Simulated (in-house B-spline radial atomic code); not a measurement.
## RPA and G0W0 on PBEsol: Bi3+

Configuration [Xe] 4f14 5d10 6s2, mean-field start PBEsol. Computed with a B-spline radial code for spherical atoms: all electrons, scalar-relativistic (spin-free one-electron X2C), finite nucleus, each spin shell either full or empty, empty states to l = 9 with an (l + 1/2)⁻⁴ tail; G0W0 by contour deformation at full frequency.

Without the two-electron picture change, the correlation of inner shells comes somewhat too large for so heavy an element.

Command:
```bash
python run_gw.py task.json out
```
Settings (radii: box in bohr, nucleus in fm):
```
Z                        83
electrons                80
configuration            [Xe] 4f14 5d10 6s2
hamiltonian              x2c
method                   pbesol
lmax                     9
rms_radius               5.5211
spin_polarised           False
box_radius               14.14
intervals                68
ion_configuration        [Xe] 4f14 5d10 6s1
```

Time taken, with all properties: 25 s on 1 thread of Arm Neoverse N1 (shared host).

Energies (hartree):

| term | value |
| --- | --- |
| mean-field total | -21527.67163 |
| Hartree-Fock functional on these orbitals | -21527.66386 |
| direct second order | -8.3478 |
| second-order exchange | 2.0573 |
| SOSEX correction | 1.9279 |

Q: What is the RPA correlation energy, and what remains with SOSEX?

A: RPA gives -7.298 hartree (-2.48 eV per electron); RPA + SOSEX gives -5.3701, and the second-order doubles -6.2905 hartree (no singles). SOSEX takes back 26 % of the RPA value.

Quasi-particle levels (eV):

| level | occupied | mean field | Σx - vxc | Σc | QP weight | G0W0 |
| --- | --- | --- | --- | --- | --- | --- |
| 6s | yes | -40.00 | -3.01 | ? | ? | ? |
| 5d | yes | -54.78 | -8.83 | 0.46 | 0.911 | -63.15 |
| 6p | no | -27.674 | 5.15 | -1.47 | 0.960 | -23.986 |

G0W0 = mean field + (Σx - vxc) + Σc, with Σc (partial-wave tail included) taken at the quasi-particle energy. Only the outer levels were computed. Levels of low weight are left out.

Q: Where does G0W0 put 6s?

A: At -45.37 eV, with Σc = -2.36 eV and a quasi-particle weight of 0.955. The tabulated removal energy is 45.37 ± 0.06 eV (NIST, measured); the calculation leaves out spin-orbit coupling, Breit and QED terms, and what these don't explain is the method's own error.

Q: What does it cost to remove one electron (to [Xe] 4f14 5d10 6s1) by differences of total energies, each species on its own start (correlation terms add to the Hartree-Fock functional)?

A: PBEsol 45.10 eV, Hartree-Fock functional 42.54 eV, + RPA 45.28 eV, + RPA + SOSEX 44.66 eV, + second order 46.45 eV. Tabulated: 45.37 ± 0.06 eV (NIST, measured); the calculation leaves out spin-orbit coupling, Breit and QED terms, and what these don't explain is the method's own error.
